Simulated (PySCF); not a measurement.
Species: CH₅FSSi.
Atom-mapped SMILES: `[CH3:1][S:2][SiH2:3][F:4]` (hydrogens: H5, H6, H7 on C1; H8, H9 on Si3)

The same species was optimised twice, with GFN2-xTB and with PBE0-D3(BJ)/def2-SVP (PySCF), and the same property calculations (PySCF, gas phase) were run on both structures.

```json
{"coordinate": "Si3–H9 (Å)", "GFN2-xTB": "1.442", "PBE0-D3(BJ)/def2-SVP": "1.485", "change": "+0.043"}
{"coordinate": "Si3–H8 (Å)", "GFN2-xTB": "1.450", "PBE0-D3(BJ)/def2-SVP": "1.489", "change": "+0.039"}
{"coordinate": "S2–Si3 (Å)", "GFN2-xTB": "2.134", "PBE0-D3(BJ)/def2-SVP": "2.115", "change": "-0.019"}
{"coordinate": "Si3–F4 (Å)", "GFN2-xTB": "1.610", "PBE0-D3(BJ)/def2-SVP": "1.627", "change": "+0.017"}
{"coordinate": "C1–H7 (Å)", "GFN2-xTB": "1.085", "PBE0-D3(BJ)/def2-SVP": "1.099", "change": "+0.014"}
{"coordinate": "C1–H5 (Å)", "GFN2-xTB": "1.084", "PBE0-D3(BJ)/def2-SVP": "1.098", "change": "+0.014"}
{"coordinate": "C1–H6 (Å)", "GFN2-xTB": "1.085", "PBE0-D3(BJ)/def2-SVP": "1.098", "change": "+0.013"}
{"coordinate": "C1–S2 (Å)", "GFN2-xTB": "1.825", "PBE0-D3(BJ)/def2-SVP": "1.826", "change": "+0.001"}
{"coordinate": "H8–Si3–H9 (°)", "GFN2-xTB": "119.1", "PBE0-D3(BJ)/def2-SVP": "113.2", "change": "-5.9"}
{"coordinate": "S2–Si3–F4 (°)", "GFN2-xTB": "107.9", "PBE0-D3(BJ)/def2-SVP": "111.0", "change": "+3.1"}
{"coordinate": "F4–Si3–H8 (°)", "GFN2-xTB": "103.3", "PBE0-D3(BJ)/def2-SVP": "105.6", "change": "+2.3"}
{"coordinate": "F4–Si3–H9 (°)", "GFN2-xTB": "107.7", "PBE0-D3(BJ)/def2-SVP": "109.3", "change": "+1.6"}
{"coordinate": "S2–C1–H6 (°)", "GFN2-xTB": "109.5", "PBE0-D3(BJ)/def2-SVP": "111.0", "change": "+1.5"}
{"coordinate": "S2–C1–H7 (°)", "GFN2-xTB": "109.8", "PBE0-D3(BJ)/def2-SVP": "111.2", "change": "+1.4"}
{"coordinate": "H5–C1–H6 (°)", "GFN2-xTB": "110.1", "PBE0-D3(BJ)/def2-SVP": "108.9", "change": "-1.2"}
{"coordinate": "H5–C1–H7 (°)", "GFN2-xTB": "110.0", "PBE0-D3(BJ)/def2-SVP": "109.0", "change": "-1.0"}
{"coordinate": "C1–S2–Si3–F4 (°)", "GFN2-xTB": "48", "PBE0-D3(BJ)/def2-SVP": "65", "change": "+17"}
```

Rotational constants: A = 7522, B = 2984, C = 2373 MHz (GFN2-xTB) against A = 7812, B = 2763, C = 2345 MHz (PBE0-D3(BJ)/def2-SVP). Point groups within 0.08 Å: C1 and C1.

On the GFN2-xTB structure: HOMO (eV) -7.22 [PBE0/pcSseg-1]; LUMO (eV) -0.06 [PBE0/pcSseg-1]; dipole (D) 1.24 [PBE0/pcSseg-1]; GIAO shielding of C1 (ppm) 174.5 [PBE0/pcSseg-1]; GIAO shielding of S2 (ppm) 649.2 [PBE0/pcSseg-1]; GIAO shielding of Si3 (ppm) 339.7 [PBE0/pcSseg-1]; GIAO shielding of F4 (ppm) 375.6 [PBE0/pcSseg-1].

**Question.** What do these properties become on the PBE0-D3(BJ)/def2-SVP structure?

**Answer.** 
| property | level | on GFN2-xTB | on PBE0-D3(BJ)/def2-SVP | change |
| --- | --- | --- | --- | --- |
| HOMO (eV) | PBE0/pcSseg-1 | -7.22 | -7.42 | -0.20 |
| LUMO (eV) | PBE0/pcSseg-1 | -0.06 | 0.14 | +0.20 |
| dipole (D) | PBE0/pcSseg-1 | 1.24 | 1.64 | +0.40 |
| energy, GFN2-xTB geometry as zero (kcal/mol) | PBE0/pcSseg-1 | 0.0 | -2.0 | -2.0 |
| GIAO shielding of C1 (ppm) | PBE0/pcSseg-1 | 174.5 | 171.1 | -3.4 |
| GIAO shielding of S2 (ppm) | PBE0/pcSseg-1 | 649.2 | 631.9 | -17.3 |
| GIAO shielding of Si3 (ppm) | PBE0/pcSseg-1 | 339.7 | 341.8 | +2.1 |
| GIAO shielding of F4 (ppm) | PBE0/pcSseg-1 | 375.6 | 366.2 | -9.4 |

The heavy atoms differ by 0.125 Å rms after alignment. Among all bonds Si3–H9 changes most (+0.043 Å). Changes are differences of the printed values. Neither structure is proved a minimum here.

Conformer computed: `[CH3:1][S:2][SiH2:3][F:4]`: C1–S2–Si3–F4 65°.
